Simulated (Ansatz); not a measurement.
Consider the substitution at a C–Si bond: `C[SiH](S)CS` + `CC(C)(C)S` → `CSC(C)(C)C` + `SC[SiH2]S`.

Isolated molecules relaxed with PBE0-D4/def2-TZVP in Ansatz; ΔE leaves out vibrations. CBS: MP2 limit from def2 TZ/QZ plus the TZ coupled-cluster correction, frozen cores. Functionals use def2-TZVPP. B3LYP here is the variant with VWN-RPA as its local correlation; programs differ in this. One conformer a species, not always the lowest.

```tsv
level	ΔE (kJ/mol)
PBE0-D4	51.9
r2SCAN	55.0
PBE0	53.2
B3LYP	54.0
HF/def2-TZVPP	56.6
SCS-MP2/def2-TZVPP	52.5
CCSD/def2-TZVPP	55.5
MP2/CBS(def2)	52.1
```

Question: What does CCSD(T)/CBS give? (An estimate is asked.)

Answer: Ansatz gave: +52.6 kJ/mol. The listed levels differ from it by -0.7, 2.4, 0.6, 1.4, 4.0, -0.1, 2.9, -0.5 kJ/mol.

Largest T1 diagnostic among the species: 0.011.
